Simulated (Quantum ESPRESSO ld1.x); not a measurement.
Results of a calculation; reference values are marked as such.
All-electron atom: the praseodymium ion Pr21+ in [Kr] 4d2 (the NIST ground configuration). Code: ld1.x of Quantum ESPRESSO 7.5. Model: Dirac Kohn-Sham, relativistic LDA (MacDonald-Vosko exchange, VWN5 correlation), spin-unpolarised, spherical densities, point nucleus; open shells are shared between the two j in proportion to 2j + 1.

Unscreened Slater integrals over Kohn-Sham orbitals (hartree). Large and small components are both included.

integral           value
F0(4d5/2,4d5/2)   1.4448
F2(4d5/2,4d5/2)  0.74118
F4(4d5/2,4d5/2)  0.50358
F0(4d5/2,4d3/2)   1.4516
F2(4d5/2,4d3/2)  0.74416
G2(4d5/2,4d3/2)  0.74262
G4(4d5/2,4d3/2)  0.50458
F0(4d5/2,4p3/2)   1.4586
F2(4d5/2,4p3/2)  0.75359
G1(4d5/2,4p3/2)  0.94577
G3(4d5/2,4p3/2)  0.60274
F0(4d5/2,4p1/2)   1.4823
G3(4d5/2,4p1/2)  0.61202
F0(4d5/2,4s1/2)   1.4888
G2(4d5/2,4s1/2)  0.74816
F0(4d3/2,4d3/2)   1.4586
F2(4d3/2,4d3/2)  0.74739
F0(4d3/2,4p3/2)   1.4655
F2(4d3/2,4p3/2)  0.75664
G1(4d3/2,4p3/2)  0.94607
G3(4d3/2,4p3/2)  0.60364
F0(4d3/2,4p1/2)   1.4897
G1(4d3/2,4p1/2)  0.97109
F0(4d3/2,4s1/2)   1.4963
G2(4d3/2,4s1/2)  0.75144
F0(4p3/2,4p3/2)   1.4756
F2(4p3/2,4p3/2)  0.77472
F0(4p3/2,4p1/2)   1.4998
G2(4p3/2,4p1/2)  0.78129
F0(4p3/2,4s1/2)   1.5065
G1(4p3/2,4s1/2)   1.0221
F0(4p1/2,4p1/2)   1.5259
F0(4p1/2,4s1/2)   1.5328
G1(4p1/2,4s1/2)   1.0404
F0(4s1/2,4s1/2)   1.5404
